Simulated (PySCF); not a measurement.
## Circular dichroism: `C=C[C@H]1CO[C@@H]1[Se]C`, C$_{6}$H$_{10}$OSe

Geometry:
```csv
atom,x (Å),y (Å),z (Å)
C1,-2.110,2.123,-0.116
C2,-1.867,0.831,-0.241
C3,-0.537,0.211,-0.004
C4,-0.512,-1.159,0.692
O5,0.064,-1.783,-0.457
C6,0.045,-0.581,-1.189
Se7,1.847,-0.048,-1.818
C8,2.842,-0.572,-0.222
H9,-1.344,2.817,0.191
H10,-3.082,2.541,-0.316
H11,-2.646,0.150,-0.559
H12,0.158,0.936,0.420
H13,0.131,-1.242,1.571
H14,-1.498,-1.578,0.913
H15,-0.579,-0.632,-2.087
H16,2.634,0.117,0.594
H17,3.897,-0.539,-0.478
H18,2.547,-1.586,0.035
```

The calculation used TDDFT wB97X-D/def2-SVPD circular dichroism and optical rotation, one conformer, gas phase in PySCF. Geometry: GFN2-xTB.

The molecule is flexible and this is one conformer; a measurement averages over conformers. The calculation is non-relativistic, which matters for the atoms heavier than Zn.

Q: What are the CIP labels of the stereocentres?

A: C3 S, C6 R.

Q: List the lowest 12 singlet excitations with oscillator and rotatory strengths.

A: Rotatory strengths R in 10⁻⁴⁰ esu² cm², velocity form and length form (origin at the centre of mass); f in length form.
| state | E (eV) | λ (nm) | f | R (velocity) | R (length) | main |
| --- | --- | --- | --- | --- | --- | --- |
| 1 | 4.78 | 259 | 0.0002 | +0.4 | +0.4 | HOMO→LUMO 0.58, HOMO→LUMO+1 0.18 |
| 2 | 5.71 | 217 | 0.020 | +5.6 | +6.4 | HOMO→LUMO+1 0.45, HOMO→LUMO+2 0.37 |
| 3 | 6.18 | 201 | 0.035 | +24.5 | +25.0 | HOMO→LUMO+3 0.46, HOMO→LUMO+2 0.19 |
| 4 | 6.50 | 191 | 0.032 | -18.5 | -19.4 | HOMO→LUMO 0.22, HOMO→LUMO+3 0.22 |
| 5 | 6.66 | 186 | 0.146 | -6.0 | -6.2 | HOMO→LUMO+4 0.37, HOMO−1→LUMO 0.20 |
| 6 | 6.81 | 182 | 0.041 | +31.7 | +29.8 | HOMO−1→LUMO 0.42, HOMO→LUMO+4 0.24 |
| 7 | 7.02 | 177 | 0.038 | +1.0 | +1.2 | HOMO−1→LUMO+1 0.52, HOMO−1→LUMO 0.12 |
| 8 | 7.14 | 174 | 0.022 | -19.1 | -18.6 | HOMO→LUMO+6 0.17, HOMO→LUMO+9 0.17 |
| 9 | 7.19 | 172 | 0.080 | -28.1 | -29.4 | HOMO→LUMO+7 0.37, HOMO→LUMO+6 0.15 |
| 10 | 7.39 | 168 | 0.050 | +60.8 | +61.5 | HOMO→LUMO+10 0.35, HOMO−2→LUMO 0.12 |
| 11 | 7.43 | 167 | 0.290 | -8.5 | -7.8 | HOMO−2→LUMO 0.45, HOMO−2→LUMO+1 0.15 |
| 12 | 7.51 | 165 | 0.063 | +20.7 | +22.1 | HOMO−1→LUMO+4 0.38, HOMO−1→LUMO+1 0.12 |

Among the states computed, the strongest CD band (largest |R|) is state 10. The largest dissymmetry factor in size, g = 4R/(D+G), with D and G the electric and magnetic dipole strengths, is +0.014 for state 10 (velocity form, f = 0.050), among bands with |R| over 0.5. The mirror image has the same energies and oscillator strengths and all R with the opposite sign.
